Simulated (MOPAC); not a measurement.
Job for MOPAC: PM7 on HfH, 2S+1 = 2, a spin state set in the input, which need not be the lowest, a point of a bond scan (R = 1.703 Å).

```
PM7 1SCF PRECISE CHARGE=0 UHF MS=0.5 THREADS=1
HHf

Hf     0.00000000 1     0.00000000 1     0.00000000 1
H      0.00000000 1     0.00000000 1     1.70286700 1
```

The log:

```
*******************************************************************************
 **                                                                           **
 **                              MOPAC v23.2.5                                **
 **                                                                           **
 *******************************************************************************
 ** MOPAC's Digital Object Identifier: https://doi.org/10.5281/zenodo.6511958 **
 **                                                                           **
 ** Please cite the open-source release paper for use of this MOPAC version:  **
 ** J. E. Moussa and J. J. P. Stewart (2026)                                  **
 ** MOPAC: An open-source semiempirical molecular orbital program             **
 ** J. Open Source Softw., 11(119), 8025, https://doi.org/10.21105/joss.08025 **
 *******************************************************************************

                              PM7 CALCULATION RESULTS

 *******************************************************************************
 *  PM7        - The PM7 Hamiltonian to be used
 *  UHF        - UNRESTRICTED HARTREE-FOCK CALCULATION
 *
 *
 *
 *                 CHARGE ON SYSTEM = 0
 *
 *
 *
 *  MS=        - IN MECI, MAGNETIC COMPONENT OF SPIN =  0.5
 *  PRECISE    - TIGHTER CRITERIA TO BE USED
 *  1SCF       - DO 1 SCF AND THEN STOP
 *  THREADS=1  - MULTI-THREADING NOT USED
 *  T=         - A TIME OF 172800.0 SECONDS REQUESTED
 *  DUMP=N     - RESTART FILE WRITTEN EVERY 7200.0 SECONDS REQUESTED
 *******************************************************************************
PM7 1SCF PRECISE CHARGE=0 UHF MS=0.5 THREADS=1
 HHf

   ATOM   CHEMICAL          X               Y               Z
  NUMBER   SYMBOL      (ANGSTROMS)     (ANGSTROMS)     (ANGSTROMS)

     1      Hf          0.00000000  *   0.00000000  *   0.00000000  *
     2       H          0.00000000  *   0.00000000  *   1.70286700  *



          CARTESIAN COORDINATES

    NO.       ATOM           X           Y           Z

     1        Hf          0.0000      0.0000      0.0000
     2         H          0.0000      0.0000      1.7029

 General Reference for PM7:
 "Optimization of Parameters for Semiempirical Methods VI: More Modifications to the
 NDDO Approximations and Re-optimization of Parameters", J. J. P. Stewart, J. Mol. Mod., 1:32, 19 (2013)
 https://link.springer.com/article/10.1007/s00894-012-1667-x

           Empirical Formula: H Hf  =     2 atoms



      MOLECULAR POINT GROUP   :   C*v


          UHF CALCULATION, NO. OF ALPHA ELECTRONS =    3
                           NO. OF BETA  ELECTRONS =    2

 -------------------------------------------------------------------------------
 PM7 1SCF PRECISE CHARGE=0 UHF MS=0.5 THREADS=1
 HHf



     1SCF WAS SPECIFIED, SO BFGS WAS NOT USED
     SCF FIELD WAS ACHIEVED


                              PM7 CALCULATION
                                                       MOPAC v23.2.5 Linux




          FINAL HEAT OF FORMATION =        107.38376 KCAL/MOL =     449.29365 KJ/MOL


          COSMO AREA              =         84.19 SQUARE ANGSTROMS
          COSMO VOLUME            =         72.13 CUBIC ANGSTROMS

          IONIZATION POTENTIAL    =         10.783856 EV
          ALPHA SOMO LUMO (EV)    =        -11.295 -0.636
          BETA  SOMO LUMO (EV)    =        -10.784 -0.496
          NO. OF ALPHA ELECTRONS  =          3
          NO. OF BETA  ELECTRONS  =          2
          MOLECULAR WEIGHT        =        179.4979         POINT GROUP:  C*v

          MOLECULAR DIMENSIONS (Angstroms)

            Atom       Atom       Distance
            H     2   Hf     1     1.70287
            H     2   Hf     1     0.00000
           Hf     1    H     2     0.00000


          SCF CALCULATIONS        =          1





   ATOM   CHEMICAL          X               Y               Z
  NUMBER   SYMBOL      (ANGSTROMS)     (ANGSTROMS)     (ANGSTROMS)

     1      Hf          0.00000000  *   0.00000000  *   0.00000000  *
     2       H          0.00000000  *   0.00000000  *   1.70286700  *

                             CARTESIAN COORDINATES

   1   Hf        0.000000000     0.000000000     0.000000000
   2    H        0.000000000     0.000000000     1.702867000


           Empirical Formula: H Hf  =     2 atoms



      MOLECULAR POINT GROUP   :   C*v


          ALPHA EIGENVALUES
 -15.19373 -13.19349 -11.29488  -0.63649  -0.38139   0.28376   3.96269  34.48852
  37.48096  39.66314


           BETA EIGENVALUES
 -14.80959 -10.78386  -0.49610   0.39410   0.60174   2.27029   4.73564  36.10584
  40.91007  41.73728


              NET ATOMIC CHARGES AND DIPOLE CONTRIBUTIONS

  ATOM NO.   TYPE          CHARGE      No. of ELECS.   s-Pop       p-Pop       d-Pop
    1         Hf          -0.208468        4.2085     1.48034     0.01674     2.71138
    2          H           0.208468        0.7915     0.79153
 DIPOLE           X         Y         Z       TOTAL
 POINT-CHG.     0.000     0.000     1.705     1.705
 HYBRID         0.000    -0.000    -1.085     1.085
 SUM            0.000    -0.000     0.620     0.620


          ATOMIC ORBITAL ELECTRON POPULATIONS

     Atom    s        px        py        pz      x^2-y^2     xz        z^2       yz        xy
    1 Hf   1.48034   0.00010   0.00000   0.01664   0.55918   0.99990   1.15230   0.00000   0.00000
    2  H   0.79153


                    (SZ)    =    0.500000
                    (S**2)  =    1.573922


          ATOMIC ORBITAL SPIN POPULATIONS

    Atom   Total    s     px     py     pz   x^2-y^2  xz     z^2    yz     xy
         Atomic
    1 Hf  1.1428  0.253  0.000 -0.000 -0.003 -0.223  1.000  0.116 -0.000  0.000
    2  H -0.1428 -0.143

 **********************
 *                    *
 * JOB ENDED NORMALLY *
 *                    *
 **********************




 == MOPAC DONE ==
```

The run finished. Its determinant has ⟨S²⟩ = 1.57, a mixture of spin states.

Cost: about 0.03 core-seconds (a rough figure).
